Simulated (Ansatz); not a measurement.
Saddle point of AlSiH6ClO2F, doublet (AlSiH₃ClO ([SiH3][O][Al][Cl]) + H₂O + HF → AlHClO ([OH][Al][Cl]) + SiH₄O ([OH][SiH3]) + HF; bonds formed: O2–H7, H5–F8; dative contacts that become bonds: Al1–O6; bonds broken: H5–O6, H7–F8), PBE0-D4/def2-TZVP structure:

```
12
angstrom
Al -1.1725 0.1279 1.0923
O -0.0098 -0.5202 -0.1985
Si -0.2440 -0.7220 -1.8516
Cl -2.3090 1.6277 0.0881
H 1.2111 0.4977 1.6203
O 0.2189 0.8651 2.0526
H 1.0271 -0.3840 0.1901
F 1.9984 -0.0395 0.8858
H -1.6409 -1.1698 -2.0346
H 0.7142 -1.7585 -2.2975
H 0.0078 0.5536 -2.5565
H 0.1986 0.9222 3.0094
```

Energies are electronic, without zero-point energy. Barriers and step energies count from the start structure reached by relaxing down the imaginary mode; all methods use the PBE0-D4 structures, on which another method's saddle can fall below an end. Program: Ansatz 0.2.0. Basis: def2-TZVPP, with def2-QZVPP for the basis limit. Cores are frozen in the correlated methods; orbitals are unrestricted. B3LYP uses VWN-RPA correlation. Extrapolation: Hartree–Fock as exp(−7.88 √X), correlation as X^−2.97.

```json
{"method": "SPW92", "barrier (eV)": "-0.087", "step energy (eV)": "0.005"}
{"method": "PBE-D4", "barrier (eV)": "0.069", "step energy (eV)": "0.044"}
{"method": "BLYP-D4", "barrier (eV)": "?", "step energy (eV)": "0.038"}
{"method": "r2SCAN-D4", "barrier (eV)": "0.099", "step energy (eV)": "0.066"}
{"method": "B97M-V", "barrier (eV)": "0.239", "step energy (eV)": "0.098"}
{"method": "PBE0-D4", "barrier (eV)": "0.126", "step energy (eV)": "0.060"}
{"method": "B3LYP-D4", "barrier (eV)": "?", "step energy (eV)": "0.050"}
{"method": "r2SCAN0-D4", "barrier (eV)": "0.141", "step energy (eV)": "0.071"}
{"method": "BHLYP-D4", "barrier (eV)": "0.218", "step energy (eV)": "0.063"}
{"method": "CAM-B3LYP-D4", "barrier (eV)": "0.133", "step energy (eV)": "0.048"}
{"method": "wB97X-V", "barrier (eV)": "0.161", "step energy (eV)": "0.059"}
{"method": "wB97M-V", "barrier (eV)": "?", "step energy (eV)": "0.058"}
{"method": "B2PLYP", "barrier (eV)": "0.178", "step energy (eV)": "0.074"}
{"method": "PBE-QIDH", "barrier (eV)": "0.171", "step energy (eV)": "0.079"}
{"method": "RPA on PBE", "barrier (eV)": "0.178", "step energy (eV)": "0.079"}
{"method": "HF", "barrier (eV)": "0.420", "step energy (eV)": "0.127"}
{"method": "MP2", "barrier (eV)": "0.171", "step energy (eV)": "0.078"}
{"method": "CCSD", "barrier (eV)": "0.235", "step energy (eV)": "0.085"}
{"method": "CCSD(T)", "barrier (eV)": "0.200", "step energy (eV)": "0.081"}
```

(1) Fill in the withheld barriers. (Judge from chemistry; the value comes from the calculation.)

T1 diagnostic: at most 0.012. ⟨S²⟩ of the unrestricted Hartree–Fock references: 0.75 (a pure state has 0.75).

Results:

(1) Computed: BLYP-D4 0.111; B3LYP-D4 0.148; wB97M-V 0.180 eV. Each is the energy of the saddle less that of the start structure, by the same method.

For comparison, the barrier by CCSD(T) at an estimated basis limit (MP2 extrapolated from triple and quadruple zeta, plus CCSD(T) − MP2 in triple zeta) is 0.208 eV.

Labels in which every atom is bracketed show which atoms are joined, not bond orders.

For scale, one of the runs: CCSD(T)/def2-TZVPP, 303 basis functions, launched by `ansatz run in.yaml --threads 4 --pin off --events-out ev --progress --plain --max-ram 66560MiB --backend cuda --devices 0, --max-vram 37GiB`. Time: 22 s of wall clock on 4 CPU threads of an AMD EPYC 7R13 and a share of one NVIDIA H100; the host was shared. Peak host memory: 0.84 GiB.
